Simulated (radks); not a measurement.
Values are calculated unless marked as measured or tabulated.
Trend from C4+ to Ne4+: ionisation energy by Delta-SCF between NIST ground configurations, and size. Level of theory: non-relativistic Kohn-Sham, r2SCAN, spin-polarised, spherical densities, point nucleus; open shells are filled with parallel spins first; meta-GGA in the generalised Kohn-Sham scheme (a radial shooting solver on a logarithmic mesh with Libxc functionals).

species  configuration  configuration of the ion  IE (eV)  NIST (eV)       kind
C4+               [He]                       1s1   392.07     392.09     theory
N4+           [He] 2s1                      [He]   97.681     97.890       exp.
O4+           [He] 2s2                  [He] 2s1   111.84     113.90       exp.
F4+       [He] 2s2 2p1                  [He] 2s2   113.92     114.25  semi-emp.
Ne4+      [He] 2s2 2p2              [He] 2s2 2p1   127.61     126.25       exp.

Reference values: NIST Atomic Spectra Database (exp. = measured, semi-emp. = semi-empirical, theory = theoretical value adopted there). Open shells are spherical and high-spin; term and fine-structure splittings are not resolved.
